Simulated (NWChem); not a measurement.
Species: BeSiNH5O; SMILES [O]([SiH3])[Be][NH2]

```xyz
9

Be     0.0016    -1.3254     0.0053
N     -0.0015    -2.8224    -0.0050
H      0.8217    -3.4142    -0.0101
H     -0.8272    -3.4107    -0.0085
O      0.0041     0.0958     0.0138
Si    -0.0011     1.7381    -0.0038
H     -0.1141     2.2511    -1.4042
H      1.2630     2.2689     0.5934
H     -1.1563     2.2644     0.7867
```
Atoms are numbered in this order, from 1.

Program: NWChem. Structure relaxed at the PBE0/def2-SVP level. Ions are spin-unrestricted doublets at the neutral geometry; other ion states weren't tried.

For level PBE/def2-SVP:

```
Quantity                               Value
-------------------------------------  -----
vertical ionisation energy, ΔSCF (eV)   8.97
−ε(HOMO) (eV)                           5.54
```

What are these values for level CAM-B3LYP/def2-SVP?


| Property | Value |
|---|---|
| vertical ionisation energy, ΔSCF (eV) | 9.62 |
| −ε(HOMO) (eV) | 8.41 |
